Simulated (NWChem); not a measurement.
C3H10N cation; SMILES CC[NH2+]C

```xyz
14

C     -0.5504     1.5882     0.1318
C      0.6052     0.7168    -0.3204
N      0.5664    -0.6774     0.2904
C     -0.5741    -1.5510    -0.1402
H     -0.5730     1.7125     1.2340
H     -0.4165     2.5973    -0.3043
H     -1.5345     1.2169    -0.2136
H      1.5824     1.1453    -0.0215
H      0.6195     0.5668    -1.4184
H      0.5526    -0.5840     1.3243
H      1.4592    -1.1570     0.0723
H     -0.5373    -1.6633    -1.2388
H     -0.4757    -2.5382     0.3464
H     -1.5256    -1.0788     0.1592
```
Atoms are numbered in this order, from 1.

Results from NWChem. Geometry: optimised at PBE-D3(BJ)/def2-SVP. Not confirmed as a minimum by frequencies.

Problem. Order these runs by computing time, cheapest first, and give rough ratios: PBE/def2-TZVPP; PBE/def2-SVPD; PBE/def2-SVP.

Solution. PBE/def2-SVP (1), PBE/def2-SVPD (3), PBE/def2-TZVPP (10). Ratios are rough, from one shared machine; the cheapest took very roughly 17 core-seconds. What differs between the cheapest and the dearest: highest occupied level (eV) -13.40 → -13.43; orbital gap (eV) 8.15 → 7.90.
